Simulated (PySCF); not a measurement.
**Pt (platinum, neutral): UHF calculation**

Configuration: [Xe] 4f14 5d8 6s2, high-spin 3F determinant (an excited configuration). Computed with PySCF 2.14 in def2-SVPD with the def2 core potential (60 electrons) (6s4p2d1f, 35 functions), with scalar relativity through the core potential.

- Total energy: -118.379947 hartree
- One-electron energy: -206.9519 hartree
- Hartree (Coulomb) energy: 99.2399 hartree
- Exchange energy: -10.6680 hartree
- ⟨S²⟩: 2.0088
- ⟨L²⟩: 12.031
- Sum of ⟨r⟩: 27.76 bohr
- Sum of ⟨r²⟩: 55.93 bohr²

```tsv
shell	electrons	mean orbital energy (hartree)	spread (hartree)	rms radius, mean of both spins (bohr)
5s α	1	-4.61756	0	1.03
5s β	1	-4.50503	0	1.03
5p α	3	-2.72193	0	1.20
5p β	3	-2.56680	0	1.20
5d α	5	-0.54992	0.03725	1.74
5d β	3	-0.48499	0	1.74
6s α	1	-0.32680	0	3.23
6s β	1	-0.28785	0	3.23
```

Energies and moments cover only the electrons outside the core potential. Spin-orbit coupling, absent here, splits the open shell strongly.
